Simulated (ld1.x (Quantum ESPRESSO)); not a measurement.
**Reading a pseudo-wave (nitrogen)**

Columns: radius, all-electron u(r) and pseudo u(r) of the 2s shell (level -32.43 eV) of nitrogen in the configuration [He] 2s2 2p2; PBE, non-relativistic, RRKJ scheme, ld1.x (Quantum ESPRESSO) 7.5.

| r (bohr) | all-electron | pseudo |
| --- | --- | --- |
| 0.080 | 0.3787 | -0.0847 |
| 0.160 | 0.3782 | -0.1607 |
| 0.240 | 0.2141 | -0.2277 |
| 0.320 | -0.0053 | -0.2958 |
| 0.400 | -0.2261 | -0.3784 |
| 0.480 | -0.4232 | -0.4825 |
| 0.560 | -0.5871 | -0.6012 |
| 0.640 | -0.7158 | -0.7168 |
| 0.720 | -0.8104 | -0.8104 |
| 0.800 | -0.8744 | -0.8744 |
| 0.880 | -0.9119 | -0.9119 |
| 0.960 | -0.9275 | -0.9275 |
| 1.040 | -0.9255 | -0.9255 |
| 1.120 | -0.9096 | -0.9096 |
| 1.200 | -0.8832 | -0.8832 |
| 1.280 | -0.8491 | -0.8491 |
| 1.360 | -0.8096 | -0.8096 |
| 1.440 | -0.7666 | -0.7666 |
| 1.520 | -0.7216 | -0.7216 |
| 1.600 | -0.6759 | -0.6759 |
| 1.680 | -0.6303 | -0.6303 |
| 1.760 | -0.5855 | -0.5855 |
| 1.840 | -0.5422 | -0.5422 |
| 1.920 | -0.5006 | -0.5006 |
| 2.000 | -0.4610 | -0.4610 |
| 2.080 | -0.4236 | -0.4236 |

Task: How many radial nodes do the two functions have?

Result: The all-electron 2s function has n − l − 1 = 1; the pseudo-wave has 0, since the states of the same l below it are removed with the core.

Task: At about which radius was the pseudo-wave matched?

Result: 0.70 bohr, where the columns begin to agree (steps of 0.08 bohr).

Task: Is the pseudo-wave norm-conserving?

Result: Yes: the RRKJ scheme keeps the norm inside the radius equal to the all-electron one, which fixes the energy derivative of the logarithmic derivative at the level.
